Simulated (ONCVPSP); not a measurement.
## What one change does to a pseudopotential (lanthanum, ONCV)

```json
{"Element": "lanthanum", "Generator": "ONCVPSP 4.0.1", "Type": "optimised norm-conserving Vanderbilt (ONCV)", "Functional": "LDA (Perdew-Zunger)", "Relativity": "scalar-relativistic", "Frozen core": "[Kr] 4d10", "Valence charge": "11", "Reference configuration": "5s2 5p6 5d1 (charge +2)", "Partial waves": "5s: rc 1.70 bohr, ncon 4, nbas 8, qcut 4 1/bohr, 2 projectors, debl 1.9 Ha; 5p: rc 2.55 bohr, ncon 4, nbas 8, qcut 4.8 1/bohr, 3 projectors, debl 3.6 Ha; 5d: rc 3.30 bohr, ncon 4, nbas 8, qcut 4.9 1/bohr, 2 projectors, debl 2.7 Ha; f scattering state at 0.03 Ha: rc 2.85 bohr, ncon 4, nbas 7, qcut 3.9 1/bohr, 1 projector", "Local potential": "polynomial inside 1.30 bohr (lpopt 5, dvloc0 0 Ha)", "Core correction": "Teter function, fcfact 6, rcfact 1.3"}
```

In the s channel the program set the typed energies aside and used -1.902, 0.250 Ha. In the f channel the program set the typed energies aside and used -0.636 Ha.

Change: local potential polynomial inside 1.45 bohr (lpopt 5, dvloc0 0 Ha).

Cutoffs: the cutoffs (Ha) at which the residual kinetic energy of the hardest occupied pseudo-wave falls to 1 and 0.1 mHa per electron; they do not see the model core or the augmentation charge, which bear on the density cutoff. Errors are all-electron minus pseudo energies relative to the spin-unpolarised reference configuration.

Problem. What does the change do?

Solution. The potential gets neither clearly harder nor softer (49 Ha and 61 Ha → 49 Ha and 61 Ha); the bound ghost in s disappears; the lowest positive-energy flag moves from p at 201.1 eV to s at 20.4 eV; of the 4 tests that both files solve, the error grows in 3 and shrinks in 0 by more than 15 % and 0.3 meV (median size 0.3 → 1.9 meV). In the separable form a ghost depends on how the local part lies against the semilocal potential of the channel, so the choice of the local part can create or remove one.

```csv
quantity,base,changed
"cutoff, loose",49 Ha,49 Ha
"cutoff, tight",61 Ha,61 Ha
bound ghosts,s,none
GHOST(+) flags under 300 eV,p at 201.1 eV,"s at 20.4 eV, p at 221.7 eV"
"error for 5s2 5p6 5d1 6s2, meV [ΔE -17.31 eV]",-0.6,+2.8
"error for 5s2 5p6 5d1 6s1, meV [ΔE -11.15 eV]",+0.1,+2.1
"error for 5s2 5p6 5d0, meV [ΔE 19.10 eV]",+0.1,+0.1
"error for 5s2 5p6 5d2 6s1, meV [ΔE -16.49 eV]",+0.4,+1.8
s: phases at 1.73 bohr within 0.05 rad from the reference energy up to (Ha; the scan ends near 5),n/a,3.8
p: phases at 2.58 bohr within 0.05 rad from the reference energy up to (Ha; the scan ends near 5),to the end of the scan,to the end of the scan
d: phases at 3.36 bohr within 0.05 rad from the reference energy up to (Ha; the scan ends near 5),3.0,3.1
f: phases at 2.89 bohr within 0.05 rad from the reference energy up to (Ha; the scan ends near 5),-0.5,-0.5
"rms error of d²Exc/dni dnj with the model core, mHa",0.52,0.53
```

 A true bound ghost makes a file unfit for plane-wave use even where its test errors are small: the radial tests pick states by their node count and pass the ghost by.
